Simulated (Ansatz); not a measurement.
Stepwise reaction of `[F][Zr]([F])([F])[SeH]` with water, as a gas-phase model of exchange steps in deposition or etching. ΔE in kJ/mol.

Computed with Ansatz on PBE0-D4/def2-TZVP structures; ΔE is electronic, products minus reactants. CCSD(T)/CBS is the MP2 limit (def2-TZVPP, def2-QZVPP) plus CCSD(T) − MP2 in def2-TZVPP, frozen cores. This one scheme is used for every species. Functionals use def2-TZVPP. B3LYP here is the variant with VWN-RPA as its local correlation; programs differ in this. Elements past krypton have def2 core potentials. For Se, Zr outer-core shells are correlated without core-valence functions, which leaves a few kJ/mol of doubt a bond. Scalar relativity is left out up to krypton. Each species was taken in one conformer, which may not be the lowest.

| step | reaction | PBE-D4 | B3LYP-D4 | ωB97M-V | CCSD(T)/CBS |
| --- | --- | --- | --- | --- | --- |
| 1 | `[F][Zr]([F])([F])[SeH]` + H₂O → `[OH][Zr]([F])([F])[SeH]` + H–F | 44.4 | 41.0 | 40.7 | 35.5 |
| 2 | `[OH][Zr]([F])([F])[SeH]` + H₂O → `[OH][Zr]([OH])([F])[SeH]` + H–F | 50.6 | 47.8 | 47.4 | 42.1 |

Problem. Give the row of step 3, `[OH][Zr]([OH])([F])[SeH]` + H₂O → `[OH][Zr]([OH])([OH])[SeH]` + H–F. (Estimate.)

Solution. The calculation gave: 
```tsv
step	reaction	PBE-D4	B3LYP-D4	ωB97M-V	CCSD(T)/CBS
3	`[OH][Zr]([OH])([F])[SeH]` + H₂O → `[OH][Zr]([OH])([OH])[SeH]` + H–F	55.9	53.4	53.3	48.1
```

Problem. By hand: ΔE of the 3 steps together at CCSD(T)/CBS.

Solution. (35.5) + (42.1) + (48.1) = 125.7 kJ/mol, or 41.9 kJ/mol a step.

In ΔE each step is higher than the one before. All are uphill at CCSD(T)/CBS. PBE-D4 differs from CCSD(T)/CBS by 7.8 to 8.9 kJ/mol a step. Only this route is followed, and other bonds may react first. Isolated molecules leave out the surface, adducts and barriers. Largest T1 diagnostic: 0.016.
